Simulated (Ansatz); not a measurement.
`CC(=N)CCl` and `CC(=N)BCl` differ in one atom or group.

Ansatz, PBE0-D4/def2-TZVP geometries, multiplicity 1. Each molecule was computed in one conformer, which needn't be the lowest.

| property | `CC(=N)CCl` |
| --- | --- |
| size of the dipole moment (PBE/def2-TZVPP) / D | 2.25 |
| HOMO energy (PBE0/def2-TZVPP) / eV | -7.81 |
| HOMO–LUMO gap (PBE/def2-TZVPP) / eV | 4.61 |
| size of the dipole moment (ωB97M-V/def2-TZVPP) / D | 2.32 |
| HOMO–LUMO gap (B3LYP/def2-TZVPP) / eV | 6.77 |
| HOMO energy (PBE/def2-TZVPP) / eV | -6.28 |

Give the same properties after the change, and the shifts. (Estimate.)

Computed: 
```
                                          property  `CC(=N)BCl`  shift
    size of the dipole moment (PBE/def2-TZVPP) / D         2.21  -0.04
                HOMO energy (PBE0/def2-TZVPP) / eV        -7.68   0.13
               HOMO–LUMO gap (PBE/def2-TZVPP) / eV         2.83  -1.78
size of the dipole moment (ωB97M-V/def2-TZVPP) / D         2.19  -0.13
             HOMO–LUMO gap (B3LYP/def2-TZVPP) / eV         4.90  -1.87
                 HOMO energy (PBE/def2-TZVPP) / eV        -6.16   0.12
```

With PBE0 the HOMO rises by 0.13 eV and the LUMO falls by 1.80 eV, so the gap narrows by about 1.93 eV. PBE moves the HOMO by 0.12 eV and ωB97M-V by 0.15 eV. Dipoles are sizes alone; their direction can turn.

B3LYP here is the variant with VWN-RPA as its local correlation; programs differ in this.
